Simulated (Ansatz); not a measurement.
Calculated with Ansatz (gas phase, PBE0-D4/def2-TZVP geometries, no zero-point term in ΔE). CBS: MP2 limit from def2 TZ/QZ plus the TZ coupled-cluster correction, frozen cores. Functionals use def2-TZVPP. Each species was taken in one conformer, which may not be the lowest.

Reaction (cleavage of the Al–Si bond): `O[SiH2][Al]([OH])[OH]` + CH₃NH₂ → `C[NH][Al]([OH])[OH]` + silanol

`O[SiH2][Al]([OH])[OH]`:

```xyz
10

O    -0.976    2.227    0.072
Si    0.511    1.504    0.215
Al    0.187   -0.900   -0.058
O     1.426   -2.050    0.012
O    -1.454   -1.249   -0.327
H    -1.710    1.633   -0.090
H     1.099    1.854    1.539
H     1.432    2.075   -0.809
H     1.352   -2.996   -0.087
H    -1.866   -2.099   -0.467
```

CH₃NH₂:

```xyz
7

C     0.043   -0.132   -0.551
N    -0.011    0.508    0.752
H    -0.117   -1.220   -0.549
H     1.016    0.061   -1.009
H    -0.710    0.314   -1.205
H     0.688    0.117    1.371
H    -0.909    0.351    1.190
```

`C[NH][Al]([OH])[OH]`:

Cartesian coordinates in Å:
```
C -0.102 1.757 -0.335
N -0.312 0.365 -0.679
Al 0.107 -1.041 0.296
O -0.175 -2.641 -0.186
O 0.833 -0.751 1.798
H -1.042 2.320 -0.286
H 0.556 2.268 -1.049
H 0.369 1.828 0.647
H -0.747 0.256 -1.581
H -0.577 -2.902 -1.011
H 1.090 -1.458 2.386
```

`O[SiH3]`:

Cartesian coordinates in Å:
```
O 0.131 -0.434 -1.199
Si -0.080 -0.034 0.386
H 0.395 0.259 -1.804
H 1.174 0.494 0.991
H -0.481 -1.284 1.071
H -1.139 0.999 0.555
```

CCSD(T)/CBS gives -87.5 kJ/mol.

(1) Another level gave -98.1 kJ/mol. Which?
A. r2SCAN/def2-TZVPP
B. PBE0-D4/def2-TZVPP
C. SCS-MP2/def2-TZVPP
D. B2PLYP/def2-TZVPP

Largest T1 diagnostic among the species: 0.013.

## Answers

(1) C. SCS-MP2/def2-TZVPP -98.1, B2PLYP -89.5, PBE0-D4 -71.3, r2SCAN -83.4 kJ/mol.

From PBE to PBE0 (25 % exact exchange), in def2-TZVPP and without D4, ΔE moves by −7.5 kJ/mol.
